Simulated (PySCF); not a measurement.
Choosing a molecule for a target property.

Each SMILES stands for a single optimised conformer of the isolated species, non-relativistic unless stated. Electronic properties by PySCF.

Dipoles, sizes and rotational constants follow the conformer. The torsions of the flexible species, by atom-mapped SMILES:
- `[O+:1]#[C:2][CH2:3][c:4]1[cH:5][cH:6][n:7][cH:8][cH:9]1`: C2–C3–C4–C5 90°
- `[CH3:1][CH:2]([CH3:3])[O:4][CH:5]1[CH2:6][SiH2:7][CH2:8]1`: C1–C2–O4–C5 -73°, C2–O4–C5–C6 -150°
- `[CH2:1]=[CH:2][O:3][B:4]([OH:5])[F:6]`: C1–C2–O3–B4 -3°, C2–O3–B4–O5 0°, H–O5–B4–O3 180°

(1) Wanted: electronic spatial extent ⟨r²⟩ about the centre of nuclear charge below 1000 bohr² (PBE0/def2-SVPD) and static isotropic polarisability below 100 au (PBE0/def2-SVPD), at PBE0-D3(BJ)/def2-SVP geometries. Which candidate meets both?
A. `C=COB(O)F`
B. `CC(C)OC1C[SiH2]C1`
C. `C#[C][Ga]([C]#C)[C]#C`
D. `[O+]#CCC1=CC=NC=C1`

## Answers

(1) A. Computed values:
```csv
species,electronic spatial extent ⟨r²⟩ about the centre of nuclear charge,static isotropic polarisability
C=COB(O)F,586 bohr²,46.4 au
C#[C][Ga]([C]#C)[C]#C,1149 bohr²,91.2 au
[O+]#CCC1=CC=NC=C1,1180 bohr²,84.4 au
CC(C)OC1C[SiH2]C1,1609 bohr²,104.8 au
```
